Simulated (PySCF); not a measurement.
## How the method moves the HOMO and LUMO of `C=NCCB(F)F`

C3H6BF2N.
Cartesian coordinates in Å at the PBE0-D3(BJ)/def2-SVP level; atoms count from 1:
```
atom  x, y, z in Å
C1     2.000   -0.125    0.689
N2     1.265    0.595   -0.041
C3     0.331   -0.051   -0.931
C4    -1.086    0.406   -0.602
B5    -1.579   -0.042    0.811
F6    -2.602    0.538    1.411
F7    -1.021   -1.052    1.457
H8     1.973   -1.234    0.677
H9     2.707    0.351    1.384
H10    0.399   -1.158   -0.884
H11    0.587    0.251   -1.960
H12   -1.165    1.502   -0.682
H13   -1.804    0.001   -1.339
```

Basis pcSseg-1 throughout (PySCF), one geometry. Geometry: PBE0-D3(BJ)/def2-SVP, one conformer, isolated molecule.

Problem. How do the orbital energies, the gap and the dipole change with the method?

Solution. 
```csv
method,kind,HOMO (eV),LUMO (eV),gap (eV),μ (D),SCF cycles
BLYP,GGA,-5.86,-1.43,4.43,1.63,14
BP86,GGA,-6.07,-1.65,4.42,1.66,14
PBE0,global hybrid,-7.47,-0.44,7.03,1.80,14
CAM-B3LYP,range-separated hybrid,-8.90,0.77,9.67,1.82,13
BHandHLYP,global hybrid,-8.94,0.76,9.70,1.90,13
wB97X-D,range-separated hybrid,-9.40,1.44,10.84,1.84,14
LC-wPBE,range-separated hybrid,-10.24,2.02,12.27,1.86,14
HF,Hartree–Fock,-11.26,3.63,14.89,2.06,11
```

The HOMO spans 5.40 eV, from BLYP down to HF, and the gap runs from 4.42 eV (BP86) to 14.89 eV (HF). Over the methods BLYP (0 %), BP86 (0 %), PBE0 (25 %), BHandHLYP (50 %), HF (100 %), a straight line through the gap against the share of exact exchange rises by 1.05 eV for each 10 % (correlation coefficient 1.000). The dipole ranges from 1.63 D (BLYP) to 2.06 D (HF). This basis has no diffuse functions.
